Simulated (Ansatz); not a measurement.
Input file for BrFGaHO, SMILES `[OH][Ga]([F])[Br]`:

```yaml
crystal:
  periodic: [false, false, false]
  atoms:
    - {symbol: O, position_ang: [-0.232507, 1.058605, -0.907107]}
    - {symbol: Ga, position_ang: [0.307634, -0.114664, 0.291729]}
    - {symbol: F, position_ang: [1.814265, 0.220286, 1.082485]}
    - {symbol: Br, position_ang: [-0.819853, -1.989191, 0.849444]}
    - {symbol: H, position_ang: [-1.069549, 0.824964, -1.316542]}
basis:
  gaussian: {orbitals: def2-QZVPP}
correlation: {method: ccsd_t}
```

```sh
$ ansatz run in.yaml --threads 2 --pin off --events-out ev --progress --plain --max-ram 32768MiB --backend cuda --devices 0, --max-vram 18GiB
```

The program prints (abridged):

```
Functional definition: HF
2104 factors; integrals over basis functions are off by at most 5.7e-4 eV
mean field evaluation 1: about -127096.7214 eV, gradient 4.9e1 eV
mean field evaluation 2: about -127096.8164 eV, gradient 4.9e1 eV
mean field evaluation 4: about -127100.8115 eV, gradient 3.0e0 eV
mean field evaluation 8: about -127100.8413 eV, gradient 3.1e-1 eV
mean field -127100.84249957 eV, -4670.8698098138 hartree, gradient 3.5e-6 eV, S^2 0.000000; 0 other end points of the search recorded, 0 dependent functions left out
20 core orbitals not correlated: weight in the atoms' cores, before any rotation towards them, 1.000 or more for the frozen orbitals, at most 0.000 for the correlated occupied ones
reference -127100.84249957 eV, -4670.8698098138 hartree; 22, 22 occupied and 280, 280 virtual orbitals, 2104 factors
second order -43.32054869 eV of doubles, -0.00000000 eV of singles
cycle   1  -41.07486409 eV  change     2.2e0 eV  update   1.3e-1
cycle   2  -41.86932185 eV  change   -7.9e-1 eV  update   4.0e-2
cycle   3  -42.02435062 eV  change   -1.6e-1 eV  update   1.9e-2
cycle   4  -41.99003076 eV  change    3.4e-2 eV  update   5.5e-3
cycle   5  -41.98202239 eV  change    8.0e-3 eV  update   2.3e-3
cycle   6  -41.98490311 eV  change   -2.9e-3 eV  update   7.5e-4
cycle   7  -41.98503083 eV  change   -1.3e-4 eV  update   2.4e-4
cycle   8  -41.98480057 eV  change    2.3e-4 eV  update   9.0e-5
cycle   9  -41.98477584 eV  change    2.5e-5 eV  update   2.9e-5
perturbative correction -1.25709271 eV, -0.0461973050 hartree
Total energy: -127144.08436812 eV, -4672.4589191725 hartree
```

Hardware: 2 threads of an AMD EPYC 7R13 on a shared host and a share of an NVIDIA H100 80 GB. Wall time 17 s, peak host memory 1.4 GiB.

MP2 recovers 100.2 % of the CCSD(T) correlation energy and the triples give 2.9 %; T1 = 0.0124.
